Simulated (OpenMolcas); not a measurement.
# How basis sets differ on GeH2Cl2 (dichlorogermane)

GeH2Cl2: 5 atoms, total charge 0, spin state singlet. SMILES: `[Cl][GeH2][Cl]`. The coordinates come from a PBE0-D4/def2-TZVP relaxation.

Each level gives the HOMO–LUMO gap (eV). The values are calculated.

```csv
level,kind,program,value (eV),CPU time
HF/STO-3G,Hartree–Fock,OpenMolcas,17.99,3.4 s
HF/3-21G,Hartree–Fock,OpenMolcas,15.17,4 s
HF/ANO-S-VDZP (RICD fitting),Hartree–Fock,OpenMolcas,14.66,5.5 s
HF/def2-SVPD,Hartree–Fock,OpenMolcas,14.17,26 s
```

All-electron rows without a relativistic Hamiltonian named are non-relativistic. The values span 14.17 to 17.99 eV. A Hartree–Fock LUMO above zero doesn't converge with the basis: it sinks as sets grow more diffuse. Orbital gaps aren't excitation energies. CPU times are rough (shared hosts, several kinds of processor and program).
